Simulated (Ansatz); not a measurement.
Ga(Me)(OH)(NH2) (CH6GaNO), SMILES [OH][Ga]([NH2])[CH3].

Geometry optimised at B3LYP-D3(BJ)/def2-SVP. Other conformers were not sampled.

Two levels are set side by side: PBE/def2-SVPD (Ansatz, an electronic-structure program) and PBE0/def2-SVPD (Ansatz). Energy differences of separate SCF runs at the same geometry; the states with an electron removed or added have multiplicity 2 and 2. Differences are taken from unrounded values.

```json
[
 {"quantity": "vertical ionisation energy (eV)", "PBE0": "9.39", "PBE": "9.19", "PBE minus PBE0": "-0.20"},
 {"quantity": "vertical singlet–triplet gap (eV)", "PBE0": "5.36", "PBE": "5.08", "PBE minus PBE0": "-0.29"}
]
```
